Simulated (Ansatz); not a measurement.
`O[SiH]([AlH2])CF` and `O=C[SiH](O)CF` differ in one atom or group.

Ansatz, PBE0-D4/def2-TZVP geometries, multiplicity 1. Each molecule was computed in one conformer, which needn't be the lowest.

```
                                          property  `O[SiH]([AlH2])CF`
             LUMO energy (ωB97M-V/def2-TZVPP) / eV               -0.71
           HOMO–LUMO gap (ωB97M-V/def2-TZVPP) / eV                8.59
size of the dipole moment (ωB97M-V/def2-TZVPP) / D                2.67
                 LUMO energy (PBE/def2-TZVPP) / eV               -3.07
               HOMO energy (B3LYP/def2-TZVPP) / eV               -7.10
             HOMO–LUMO gap (B3LYP/def2-TZVPP) / eV                4.57
```

**Question.** What does the change do to each property? (Best estimate.)

**Answer.** Computed: 
```csv
property,`O=C[SiH](O)CF`,shift
LUMO energy (ωB97M-V/def2-TZVPP) / eV,0.38,1.09
HOMO–LUMO gap (ωB97M-V/def2-TZVPP) / eV,10.07,1.48
size of the dipole moment (ωB97M-V/def2-TZVPP) / D,0.60,-2.07
LUMO energy (PBE/def2-TZVPP) / eV,-3.04,0.03
HOMO energy (B3LYP/def2-TZVPP) / eV,-7.18,-0.08
HOMO–LUMO gap (B3LYP/def2-TZVPP) / eV,5.01,0.44
```

With PBE0 the HOMO falls by 0.09 eV and the LUMO rises by 0.44 eV, so the gap widens by about 0.53 eV. PBE moves the HOMO by 0.21 eV and ωB97M-V by -0.39 eV. Dipoles are sizes alone; their direction can turn.

B3LYP here is the variant with VWN-RPA as its local correlation; programs differ in this.
